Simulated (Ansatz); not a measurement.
PBE exchange is replaced step by step with exact exchange (0 % is PBE, 25 % PBE0; no dispersion term), basis def2-TZVP, Ansatz. System: the cluster Li2Te (the lowest singlet isomer of a short search). Charge 0, multiplicity 1. Geometry: PBE-D4/def2-TZVP, each spin state at its own.

The relaxed triplet has other bonds than the singlet, so its gap is one between isomers. The relaxed quintet has other bonds than the singlet, so its gap is one between isomers.

Geometry of the singlet:

Cartesian coordinates in Å:
```
Li 0.752 -1.088 -1.394
Li -1.361 1.245 0.539
Te 0.609 -0.157 0.855
```

In the def2 sets Te takes a core potential; there is no spin–orbit coupling. The structure comes from a short search, and lower isomers may exist.

| exact exchange (%) | HOMO (eV) | LUMO (eV) | gap (eV) | triplet − singlet (kJ/mol) | quintet − singlet (kJ/mol) |
| --- | --- | --- | --- | --- | --- |
| 0 | -3.60 | -1.82 | 1.78 | 150.4 | 480.7 |
| 5 | -3.76 | -1.72 | 2.04 | 149.8 | 480.0 |
| 10 | -3.92 | -1.61 | 2.31 | 149.2 | 479.4 |
| 15 | -4.09 | -1.51 | 2.58 | 148.7 | 478.9 |
| 35 | -4.75 | -1.11 | 3.64 | 146.7 | 477.2 |
| 50 | -5.26 | -0.83 | 4.43 | 145.4 | 476.4 |

Fit a straight line to the column «quintet − singlet (kJ/mol)» against the share of exact exchange and predict its value at 25 %.

With x = exact exchange (%) and y = quintet − singlet (kJ/mol): mean x = 19.17, mean y = 478.8; Σ(x − x̄)(y − ȳ) = -158.7, Σ(x − x̄)² = 1871; slope b = -0.08482, intercept a = ȳ − b·x̄ = 480.4. The residuals of the fitted rows reach 0.3. At x = 25 the line gives 480.4 + (-0.08482 × 25) = 478.3; the run gave 478.0, 0.3 less than the line.
